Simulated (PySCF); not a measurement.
SMILES C=[C]C (C3H5), doublet (B3LYP/def2-SVP optimised geometry):

```
8

C      0.857    -0.606     0.000
C      0.151     0.504     0.000
C     -1.239     0.978     0.000
H      1.954    -0.606     0.000
H      0.372    -1.598     0.000
H     -1.954     0.129    -0.002
H     -1.454     1.595     0.889
H     -1.454     1.598    -0.887
```

Calculation: unrestricted B3LYP/def2-TZVP in PySCF.

**Question.** What are the frontier orbital energies (α orbitals alone; a β orbital can be the lowest empty one) and the dipole moment?

**Answer.** HOMO-2 -10.87 eV, HOMO-1 -7.33 eV, HOMO -5.97 eV, LUMO 0.20 eV, LUMO+1 1.16 eV; dipole moment 0.93 D.

On the same geometry unrestricted PBE/def2-TZVP in PySCF gives HOMO-2 -9.55 eV, HOMO-1 -6.40 eV, HOMO -4.82 eV, LUMO -0.61 eV, LUMO+1 0.70 eV; dipole moment 0.95 D.

Meta-Löwdin charges at B3LYP/def2-TZVP: C1 -0.30, C2 -0.01, C3 -0.32, H4 0.13, H5 0.12, H6 0.12, H7 0.13, H8 0.13.
